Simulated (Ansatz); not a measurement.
A trace of molecular dynamics of BrH₅Si (7 atoms, charge 0, multiplicity 1).

Method: Ansatz 0.2.0, RKS PBE-D4/def2-SVP.

- ensemble: NVE (velocity Verlet)
- starting velocities drawn for: 300 K
- seed: 9863

```tsv
time (fs)	T (K)	potential energy less start (eV)	conserved less start (meV/atom)
0	300	0.000	0.00
4	185	0.075	0.06
8	139	0.104	0.03
12	62	0.154	0.07
16	134	0.107	0.02
20	155	0.094	0.06
24	305	-0.003	0.03
28	471	-0.110	0.07
32	785	-0.314	0.03
36	1154	-0.551	0.06
40	1685	-0.895	0.02
44	2184	-1.217	0.03
48	2598	-1.485	0.02
52	2896	-1.678	0.01
56	3034	-1.767	0.01
60	2977	-1.730	0.01
64	2748	-1.582	0.02
68	2375	-1.341	0.02
72	2025	-1.115	0.06
76	2014	-1.107	0.06
80	2409	-1.363	0.02
84	2770	-1.596	-0.01
88	2837	-1.639	0.02
92	2836	-1.639	0.00
96	2749	-1.583	0.04
100	2682	-1.540	0.00
```

Q: Is this trajectory sound?

A: The conserved energy stayed within 0.072 meV per atom of its start (net change 0.0033 meV per atom), so the integration is sound. The kinetic energy rose, since the run started high on the potential surface and went downhill. It ends in pieces (BrH3Si + H2), so much of that is their flight and rotation, not heat. A run of 0.1 ps of so small a system gives no equilibrium averages. The orbitals stay closed-shell, which can raise the energy where a bond breaks towards radicals; this wasn't checked here. The time step was 0.5 fs.

Time of the run: 5.8 min on 1 thread of Arm Neoverse V1 (shared host), peak memory 0.12 GiB.
